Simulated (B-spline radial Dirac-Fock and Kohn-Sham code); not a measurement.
Method: the Dirac equation of a negative muon with reduced mass in the field of a spherical finite nucleus, with the Uehling potential to all orders; nuclear polarisation, deformation, hyperfine structure, self-energy, higher-order vacuum polarisation, relativistic recoil and electron screening are left out. Computed with an atomic code on a B-spline grid. The nuclear charge is a Fermi distribution (skin thickness 2.3 fm).

Task: A muonic atom of atomic mass 77.93 u emits these computed lines: 2p3/2 → 1s1/2 2238 keV, 3d5/2 → 2p3/2 539.3 keV, 4f7/2 → 3d5/2 188.3 keV, 5g9/2 → 4f7/2 86.92 keV. Which element is it, and what rms charge radius was used?

Result: Rubidium (Z = 37, nuclide ⁷⁸Rb); the high transitions hardly feel the nucleus and fix Z. The 2p → 1s line lies 714.8 keV below the value for a point nucleus without QED, which for this nuclear model gives a radius near 4.24 fm (4.2385 fm was used).
